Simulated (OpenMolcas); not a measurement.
# Computed levels of Xe+

```
Program             : OpenMolcas
Method              : XMS-RASPT2, IPEA 0.25 Eh, imaginary shift 0.1 Eh (closed shells correlated: 4d)
Basis               : ANO-RCC-VTZP [7s6p4d2f1g]
Scalar Hamiltonian  : DKH2, point nucleus
Active space        : 7 electrons in 9 orbitals (RAS2 5s 5p; RAS3 5d, at most 2 electrons)
State averaging     : 2S+1 = 2 odd, 3 roots; 2S+1 = 2 even, 1 root
Spin-orbit coupling : state interaction with AMFI integrals over the reference wave functions, term energies averaged over their components
```

With spin-orbit coupling, above the lowest level:

```
Configuration  Term    J  E (cm⁻¹)  Measured (cm⁻¹)  Term weight %
      5s² 5p⁵   ²P°  3/2       0.0              0.0            100
      5s² 5p⁵   ²P°  1/2      9350            10537            100
       5s 5p⁶    ²S  1/2     96860            90874            100
```

Against the 2 measured excited levels shown (NIST Handbook of Basic Atomic Spectroscopic Data) the mean absolute deviation is 3600 cm-1; the largest miss in energy is 5s 5p⁶ ²S_1/2: computed 96860, measured 90874 cm⁻¹ (+6.6 %), and the largest in proportion 5s² 5p⁵ ²P°_1/2 (-11.3 %).

Spin-orbit coupling puts the lowest level 3117 cm⁻¹ below the lowest spin-free term.

CASPT2 breaks the degeneracy within a term, and the mean is taken; among the terms shown or strongly mixed into the levels shown the widest spread is 34 cm-1 (5s² 5p⁵ ²P°). Active for correlation alone: 5d; no level in the range computed is led by a configuration that fills it, so any true level of that kind is missing. Some terms mix strongly with configurations of 5d, whose occupation reaches 0.32 (5s 5p⁶ ²S). Computed and measured levels are paired by configuration, term and J; levels that our copy of the source lacks, or whose pairing is in doubt (as where it misses far off the trend of its configuration), stay unpaired and out of the deviations. Only configurations of the active space appear. The first state left out of the spin-orbit step lies near 140000 cm-1 above the lowest spin-free state of the reference (among the parities and spins computed), and the list stops at four fifths of that energy or lower.

The term weight is that of the spin-free term in the level, not the purity of its configuration. ° marks odd parity.
